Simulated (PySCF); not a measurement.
Species: C6H10OSi2.
Numbering: `[SiH3:1]/[CH:2]=[CH:3]/[SiH2:4][c:5]1[cH:6][cH:7][cH:8][o:9]1` (hydrogens: H10, H11, H12 on Si1; H13 on C2; H14 on C3; H15, H16 on Si4; H17 on C6; H18 on C7; H19 on C8)

Computed with PySCF at PBE0/pcSseg-1, non-relativistic, on one gas-phase PBE0-D3(BJ)/def2-SVP geometry that isn't relaxed in the solvent. The solvent is an IEF-PCM continuum (cavity from Bondi-type radii × 1.2). Specific hydrogen bonds and non-electrostatic terms are outside this model.

Gas phase at PBE0/pcSseg-1: HOMO -6.77 eV, LUMO -1.04 eV, dipole 0.95 D.

Problem. What does the continuum do to the energy, the frontier levels and the dipole at PBE0/pcSseg-1 in benzene and dimethylsulfoxide?

Solution. 
```json
{"solvent": "benzene", "ε": "2.271", "E(solvent) − E(gas) (kcal/mol)": "-1.38", "polarisation term (kcal/mol)": "-1.44", "distortion of the solute (kcal/mol)": "0.06", "HOMO (eV)": "-6.75", "LUMO (eV)": "-0.96", "dipole (D)": "1.06"}
{"solvent": "dimethylsulfoxide", "ε": "46.83", "E(solvent) − E(gas) (kcal/mol)": "-3.17", "polarisation term (kcal/mol)": "-3.50", "distortion of the solute (kcal/mol)": "0.33", "HOMO (eV)": "-6.79", "LUMO (eV)": "-0.91", "dipole (D)": "1.25"}
```

The polarisation term is half the interaction of the solute with the surface charges that it induces; the rest is the cost of distorting the solute's density. The sum is the electrostatic part of solvation alone. From benzene to dimethylsulfoxide the lowering changes by a factor 2.29, Onsager's factor (ε − 1)/(2ε + 1) by 2.11 and ε itself by 20.6.

Problem. Which ESP-fitted charges (PBE0/pcSseg-1) respond most in benzene (means over atoms taken as equivalent)?

Solution. 
```tsv
atoms	environment	gas (e)	solvent (e)	change
O9	furan-type oxygen	-0.143	-0.153	-0.010
C7	aromatic CH carbon	-0.280	-0.289	-0.009
H18	aromatic hydrogen	+0.190	+0.198	+0.008
H19	aromatic hydrogen	+0.169	+0.177	+0.008
H13	vinylic hydrogen	+0.156	+0.163	+0.007
H17	aromatic hydrogen	+0.166	+0.173	+0.007
H14	vinylic hydrogen	+0.148	+0.153	+0.005
C2	alkene CH carbon	-0.247	-0.252	-0.005
C6	aromatic CH carbon	-0.174	-0.179	-0.005
Si1	SiH3 silicon	+0.361	+0.364	+0.003
C3	alkene CH carbon	-0.235	-0.237	-0.002
Si4	SiH2 silicon	+0.284	+0.282	-0.002
```

The values belong to the conformer `[SiH3:1]/[CH:2]=[CH:3]/[SiH2:4][c:5]1[cH:6][cH:7][cH:8][o:9]1`: C2–C3–Si4–C5 115°, C3–Si4–C5–C6 -14°.
